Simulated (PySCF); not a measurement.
Lowest triplet excitation (TDA) (eV) of eight silicon and germanium compounds: TDDFT-PBE beside TDDFT-ωB97X, computed with PySCF for isolated molecules in the bases named; differences from unrounded values. The eight are the first of their class met in an unordered collection, after screening for sound electronic states; none was chosen by its value. Each molecule has one DFT geometry for both levels.

```json
[
 {"molecule": "C2H5FO2Si, SMILES O=CC[Si@H](O)F", "basis": "def2-SVPD", "TDDFT-ωB97X": "3.85", "TDDFT-PBE": "?", "difference": "?"},
 {"molecule": "CH6FNOSi2, SMILES F[Si@H]1N[SiH2]CO1", "basis": "def2-SVPD", "TDDFT-ωB97X": "6.55", "TDDFT-PBE": "5.36", "difference": "-1.19"},
 {"molecule": "Si(H)(OH)(SeH)2 (H₄OSe₂Si), SMILES O[SiH]([SeH])[SeH]", "basis": "def2-SVPD", "TDDFT-ωB97X": "5.01", "TDDFT-PBE": "4.52", "difference": "-0.49"},
 {"molecule": "bis(fluoromethyl)-hydroxysilane (C2H6F2OSi), SMILES O[SiH](CF)CF", "basis": "def2-SVPD", "TDDFT-ωB97X": "6.97", "TDDFT-PBE": "5.76", "difference": "-1.21"},
 {"molecule": "methyl(prop-2-ynyl)silane (C4H8Si), SMILES C#CC[SiH2]C", "basis": "def2-SVPD", "TDDFT-ωB97X": "5.42", "TDDFT-PBE": "5.27", "difference": "-0.15"},
 {"molecule": "C3H8FNSi, SMILES C=C(F)C[SiH2]N", "basis": "def2-SVPD", "TDDFT-ωB97X": "4.42", "TDDFT-PBE": "?", "difference": "?"},
 {"molecule": "difluorosilyl(difluoro)silane (F4H2Si2), SMILES F[SiH](F)[SiH](F)F", "basis": "def2-SVPD", "TDDFT-ωB97X": "5.98", "TDDFT-PBE": "5.25", "difference": "-0.73"},
 {"molecule": "Si(Cl)(Me)(OH)(NH2) (CH6ClNOSi), SMILES C[Si](N)(O)Cl", "basis": "def2-SVPD", "TDDFT-ωB97X": "7.10", "TDDFT-PBE": "?", "difference": "?"}
]
```

### Question
Fill in the missing entries. (Estimate from the structure and the level; the computed values follow.)

### Answer

- C2H5FO2Si, SMILES O=CC[Si@H](O)F, TDDFT-PBE: 3.53
- C2H5FO2Si, SMILES O=CC[Si@H](O)F, difference: -0.33
- Si(Cl)(Me)(OH)(NH2) (CH6ClNOSi), SMILES C[Si](N)(O)Cl, TDDFT-PBE: 5.71
- Si(Cl)(Me)(OH)(NH2) (CH6ClNOSi), SMILES C[Si](N)(O)Cl, difference: -1.39
- C3H8FNSi, SMILES C=C(F)C[SiH2]N, TDDFT-PBE: 4.36
- C3H8FNSi, SMILES C=C(F)C[SiH2]N, difference: -0.07

TDDFT-PBE lies below TDDFT-ωB97X in 8 and above it in 0 of the eight; the mean signed difference is -0.70 and the largest -1.39 eV.
